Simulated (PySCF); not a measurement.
C3H6F2Si, SMILES F[C@@H]1C([SiH3])[C@H]1F. The structure is a stationary point at B3LYP-D3(BJ)/def2-SVP. The structure was generated by enumeration; whether it is a known compound was not checked.

Method: B3LYP-D3(BJ)/def2-SVP in PySCF.

Harmonic wavenumbers (cm⁻¹): 109, 137, 192, 284, 309, 437, 483, 593, 671, 758, 909, 921, 942, 955, 957, 991, 1039, 1084, 1108, 1176, 1204, 1259, 1325, 1473, 2229, 2234, 2240, 3144, 3156, 3168. Rotational constants (GHz): 3.800, 2.040, 1.463; symmetry number 1.

### Question
Work out the zero-point energy and the ideal-gas rigid-rotor harmonic-oscillator thermochemistry at 298.15 K and 1 atm.

### Answer
ZPE = ½ Σ hcν = ½ × 35486 cm⁻¹ = 50.73 kcal/mol. H − E(el) = 55.68 kcal/mol. Entropy in cal/(mol K): translation 39.95, rotation 27.74, vibration 14.88, total 82.57. G − E(el) = 31.07 kcal/mol. Cp = 26.73 cal/(mol K). Modes under 150 cm⁻¹ make the vibrational entropy uncertain.
